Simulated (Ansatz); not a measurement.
System: ReF₃, net charge 0, quintet state. The spin state was set by rule; other spins were not relaxed. 
Coordinates optimised at B3LYP-D3(BJ)/def2-TZVP (Ansatz, an electronic-structure program):
```xyz
4

Re    -0.0398    -0.0684     0.0009
F      1.7655     0.4943    -0.0071
F     -0.4449     1.7785    -0.0244
F     -0.9893    -1.7025     0.0236
```
Charge 0, spin multiplicity 5.

Total electronic energies in hartree. Valence correlation only, unless marked. UHF or UKS for open shells. No spin-orbit coupling. Frozen are the shells of the preceding noble gas and the d and f shells that filled before the atom's block. In def2 rows, elements after Kr have scalar-relativistic effective core potentials. Basis-set limits of correlation are two-point, X^-3; Hartree-Fock from the larger set. The bracket is a focal-point correction in the basis named.

```tsv
level	program	energy (Eh)
HF/def2-TZVPPD	Ansatz	-376.09100
RI-HF/def2-TZVPPD	Ansatz	-376.09091
PBE-D3(BJ)/def2-TZVPD	Ansatz + dftd3	-377.78049
BLYP-D3(BJ)/def2-TZVPD	Ansatz + dftd3	-377.99208
BLYP-D4/def2-TZVPD	Ansatz + dftd4	-377.99289
BLYP/def2-TZVPD	Ansatz	-377.98790
revPBE/def2-TZVPD	Ansatz	…
r2SCAN-D3(BJ)/def2-TZVPD	Ansatz + dftd3	-377.94206
PBE0/def2-TZVP	Ansatz	-377.70976
PBE0/def2-QZVPP	Ansatz	-377.73383
BHLYP-D3(BJ)/def2-TZVPD	Ansatz + dftd3	-377.76278
BHLYP-D4/def2-TZVPD	Ansatz + dftd4	-377.76286
LC-wPBE-D4/def2-TZVPD	Ansatz + dftd4	-377.87346
wB97X/def2-TZVPD	Ansatz	…
B2PLYP-D3(BJ)/def2-TZVPD	Ansatz + dftd3	-377.64848
B2PLYP-D4/def2-TZVPD	Ansatz + dftd4	-377.64821
PBE-QIDH/def2-TZVPD	Ansatz	-377.47375
RI-MP2/CBS(def2-TZVPPD,def2-QZVPPD)	Ansatz	-377.1748
SCS-MP2/def2-TZVPP	Ansatz	-376.95864
CCSD/def2-SVP	Ansatz	-376.38099
CCSD(T)/def2-SVPD	Ansatz	-376.46688
RI-MP2/CBS(def2-TZVPP,def2-QZVPP)+[CCSD(T)-MP2]/def2-SVP	Ansatz	-377.1990
RI-MP2/CBS(def2-TZVPP,def2-QZVPP)+[CCSD(T)-MP2]/def2-TZVPP	Ansatz	-377.2071
```

Problem. Some entries are withheld; supply them.

Solution. 
- revPBE/def2-TZVPD, energy (Eh): -377.99067
- wB97X/def2-TZVPD, energy (Eh): -377.94528
